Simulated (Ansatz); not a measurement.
C₂H₇BZn, SMILES `C[B](C)[ZnH]`: the same geometry under several functionals.

```yaml
crystal:
  periodic: [false, false, false]
  atoms:
    - {symbol: C, position_ang: [-0.271109, 1.313410, -0.641144]}
    - {symbol: B, position_ang: [-0.042818, -0.141615, -0.108068]}
    - {symbol: C, position_ang: [1.131481, -0.406245, 0.894585]}
    - {symbol: Zn, position_ang: [-1.395102, -1.676023, -0.589378]}
    - {symbol: H, position_ang: [-0.720202, 1.381967, -1.635063]}
    - {symbol: H, position_ang: [-1.022035, 1.750923, 0.038270]}
    - {symbol: H, position_ang: [0.609762, 1.962673, -0.593976]}
    - {symbol: H, position_ang: [0.673055, -0.358327, 1.896490]}
    - {symbol: H, position_ang: [1.929377, 0.343882, 0.876533]}
    - {symbol: H, position_ang: [1.571742, -1.405150, 0.838465]}
    - {symbol: H, position_ang: [-2.398551, -2.822492, -0.956114]}
basis:
  gaussian: {orbitals: def2-TZVPP}
hamiltonian: {xc: {name: revPBE}, dispersion: d4}
output: {orbitals: {seedname: orbitals}}
```

```sh
$ ansatz run in.yaml --threads 4 --pin off --events-out ev --progress --plain
```

Output, abridged:

```
Functional definition: revPBE
1441 factors; their error is unknown
mean field evaluation 1: about -51260.8286 eV, gradient 1.0e2 eV
mean field evaluation 2: about -51163.5941 eV, gradient 2.2e2 eV
mean field evaluation 4: about -51279.7955 eV, gradient 1.9e1 eV
mean field evaluation 8: about -51280.6218 eV, gradient 1.3e-1 eV
mean field evaluation 16: about -51280.5975 eV, gradient 4.6e-4 eV
mean field -51280.59746785 eV, -1884.5271977061 hartree, gradient 3.6e-5 eV, S^2 0.000000; 0 other end points of the search recorded, 0 dependent functions left out
reference -51280.59753269 eV, -1884.5272000889 hartree; 27, 27 occupied and 228, 228 virtual orbitals, 1441 factors
Total energy: -51281.19214957 eV, -1884.5490518564 hartree
```

Hardware: 4 threads of a server CPU on a shared host. Wall time 2.3 s, peak host memory 0.36 GiB.

The same input with `hamiltonian: {xc: {name: B97M-V}}` (abridged; 5.5 s):

```
Functional definition: B97M-V
mean field evaluation 16: about -51275.5053 eV, gradient 2.7e-4 eV
mean field -51275.50534690 eV, -1884.3400657127 hartree, gradient 5.0e-5 eV, S^2 0.000000
Total energy: -51275.50542028 eV, -1884.3400684093 hartree
```

With the line `hamiltonian: {xc: {name: r2SCANh}, dispersion: d4}` (abridged; 3.5 s):

```
Functional definition: r2SCANh
mean field evaluation 16: about -51281.8560 eV, gradient 1.7e-4 eV
mean field -51281.85595863 eV, -1884.5734463892 hartree, gradient 3.3e-5 eV, S^2 0.000000
Total energy: -51281.90625838 eV, -1884.5752948709 hartree
```

The same input with `hamiltonian: {xc: pbe, dispersion: d4}` and forces (abridged; 3 s):

```
Functional definition: PBE
mean field evaluation 16: about -51272.9660 eV, gradient 3.5e-3 eV
mean field -51272.96597440 eV, -1884.2467454946 hartree, gradient 2.4e-5 eV, S^2 0.000000
Total energy: -51273.15526671 eV, -1884.2537018588 hartree
Atom 0 force     0.035077    -0.160679    -0.010620 eV/Å
Atom 1 force    -0.052337    -0.052747    -0.009802 eV/Å
Atom 2 force    -0.084762    -0.010031    -0.140804 eV/Å
Atom 3 force     0.013193     0.015416     0.005338 eV/Å
Atom 4 force    -0.104191     0.026347    -0.187062 eV/Å
Atom 5 force    -0.148208     0.088131     0.115947 eV/Å
Atom 6 force     0.173572     0.129321     0.019124 eV/Å
Atom 7 force    -0.078901    -0.004048     0.192732 eV/Å
Atom 8 force     0.152596     0.154625     0.000564 eV/Å
Atom 9 force     0.082620    -0.198899     0.010947 eV/Å
Atom 10 force     0.011343     0.012566     0.003638 eV/Å
Dipole moment:     0.174687     0.237405     0.106971 e Å
```

Changing it to `hamiltonian: {xc: {name: wB97M-V}}` and forces (abridged; 9 s):

```
Functional definition: wB97M-V
mean field evaluation 16: about -51280.1116 eV, gradient 1.4e-4 eV
mean field -51280.11155846 eV, -1884.5093408654 hartree, gradient 4.7e-5 eV, S^2 0.000000
Total energy: -51280.11161761 eV, -1884.5093430391 hartree
Atom 0 force    -0.007354     0.128729    -0.032227 eV/Å
Atom 1 force    -0.085296    -0.102090    -0.036402 eV/Å
Atom 2 force     0.101253    -0.004722     0.085941 eV/Å
Atom 3 force    -0.040392    -0.048109    -0.016962 eV/Å
Atom 4 force     0.035297    -0.010993     0.073224 eV/Å
Atom 5 force     0.048096    -0.032819    -0.034251 eV/Å
Atom 6 force    -0.065164    -0.055974    -0.003199 eV/Å
Atom 7 force     0.020577     0.002741    -0.064687 eV/Å
Atom 8 force    -0.064580    -0.056810    -0.004239 eV/Å
Atom 9 force    -0.035106     0.073876    -0.001409 eV/Å
Atom 10 force     0.092670     0.106170     0.034210 eV/Å
Dipole moment:     0.158545     0.212226     0.093395 e Å
```

The same input with `hamiltonian: {xc: {name: r2SCAN0}, dispersion: d4}` (abridged; 2.9 s):

```
Functional definition: r2SCAN0
mean field evaluation 16: about -51281.1245 eV, gradient 4.7e-5 eV
mean field -51281.12449776 eV, -1884.5465656979 hartree, gradient 4.7e-5 eV, S^2 0.000000
Total energy: -51281.17998800 eV, -1884.5486049268 hartree
```
